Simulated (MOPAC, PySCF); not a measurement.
H$_{2}$BClS$_{2}$, SMILES `B(Cl)(S)S` (H–S–B–Cl torsion 180°, Cl–B–S–H torsion 0°), neutral singlet in the gas phase. 

Z-matrix (Å, degrees):
```
B
Cl 1 1.7647
S 1 1.8011 2 121.96
H 3 1.3431 1 97.09 2 0.08
S 1 1.8012 2 116.69 4 -179.90
H 5 1.3448 1 97.30 2 179.91
```
Charge 0, multiplicity 1.

All levels are single points at this geometry (B3LYP-D3(BJ)/def2-TZVP); Pople sets use spherical d functions. Orbital energies aren't observables, and empty levels follow the basis.

B3LYP-D3(BJ)/def2-TZVP in PySCF gives dipole (D) = 1.12.

### Question
Estimate the dipole (D) from each of these levels: B3LYP/3-21G in PySCF; B3LYP/6-311+G** in PySCF; HF/6-31G* in PySCF; PM6 in MOPAC; PM7 in MOPAC.

### Answer

```csv
level,dipole (D)
B3LYP/3-21G in PySCF,1.52
B3LYP/6-311+G** in PySCF,1.26
HF/6-31G* in PySCF,1.32
PM6 in MOPAC,1.30
PM7 in MOPAC,1.68
```
